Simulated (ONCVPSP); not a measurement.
Before and after: ONCV potential for manganese (Mn)

* Element: manganese
* Generator: ONCVPSP 4.0.1
* Type: optimised norm-conserving Vanderbilt (ONCV)
* Functional: PBE
* Relativity: fully relativistic
* Frozen core: [Ar]
* Valence charge: 7
* Reference configuration: 3d5 4s1.75 4p0.25
* Partial waves: 4s: rc 2.25 bohr, ncon 4, nbas 9, qcut 2.5 1/bohr, 2 projectors, debl 1.3 Ha; 4p: rc 3.70 bohr, ncon 4, nbas 9, qcut 1.9 1/bohr, 2 projectors, debl 0.6 Ha; 3d: rc 1.70 bohr, ncon 3, nbas 7, qcut 8.7 1/bohr, 2 projectors, debl 3.4 Ha
* Local potential: polynomial inside 1.20 bohr (lpopt 5, dvloc0 0 Ha)
* Core correction: Teter function, fcfact 5, rcfact 1.1

Open shells are filled in proportion to 2j + 1.

All-electron outer shells of the reference configuration (PBE, scalar-relativistic, ld1.x):

| shell | level (eV) | outermost node (bohr) | outermost maximum (bohr) |
| --- | --- | --- | --- |
| 3s | -86.31 | 0.34 | 0.74 |
| 3p | -55.03 | 0.31 | 0.75 |
| 3d | -7.19 | – | 0.76 |
| 4s | -5.38 | 1.05 | 2.51 |
| 4p | -1.58 | 1.16 | 3.38 |

Change: s: debl 2.5.

Cutoffs: the cutoffs (Ha) at which the residual kinetic energy of the hardest occupied pseudo-wave falls to 1 and 0.1 mHa per electron; they do not see the model core or the augmentation charge, which bear on the density cutoff. Errors are all-electron minus pseudo energies relative to the spin-unpolarised reference configuration.

Predict the effect on cutoff, ghosts and configuration errors.

The potential gets neither clearly harder nor softer (30 Ha and 35 Ha → 30 Ha and 35 Ha); the bound ghost in s disappears; the lowest positive-energy flag moves from p3/2 at 31.9 eV to s at 5.3 eV; of the 3 tests that both files solve, the error grows in 1 and shrinks in 0 by more than 15 % and 0.3 meV (median size 3.0 → 4.9 meV); the range in which the s phases agree narrows (upper end 3.0 → 0.2).

```tsv
quantity	base	changed
cutoff, loose	30 Ha	30 Ha
cutoff, tight	35 Ha	35 Ha
bound ghosts	s	none
GHOST(+) flags under 300 eV	p3/2 at 31.9 eV, p1/2 at 32.9 eV	s at 5.3 eV, p3/2 at 31.9 eV, p1/2 at 32.9 eV
tests with a reliable result	3 of 4	3 of 4
error for 3d5 4s2 4p0, meV [ΔE -0.94 eV]	+0.4	+0.5
error for 3d5 4s1 4p0, meV [ΔE 7.48 eV]	+3.0	+4.9
error for 3d5.5 4s1.5 4p0, meV [ΔE -1.42 eV]	-12	-12
s: phases at 2.29 bohr within 0.05 rad from the reference energy up to (Ha; the scan ends near 5)	3.0	0.2
p3/2: phases at 3.76 bohr within 0.05 rad from the reference energy up to (Ha; the scan ends near 5)	0.9	0.9
p1/2: phases at 3.76 bohr within 0.05 rad from the reference energy up to (Ha; the scan ends near 5)	0.9	0.9
d5/2: phases at 1.73 bohr within 0.05 rad from the reference energy up to (Ha; the scan ends near 5)	to the end of the scan	to the end of the scan
d3/2: phases at 1.73 bohr within 0.05 rad from the reference energy up to (Ha; the scan ends near 5)	to the end of the scan	to the end of the scan
rms error of d²Exc/dni dnj with the model core, mHa	6.76	6.76
```

 A true bound ghost makes a file unfit for plane-wave use even where its test errors are small: the radial tests pick states by their node count and pass the ghost by.
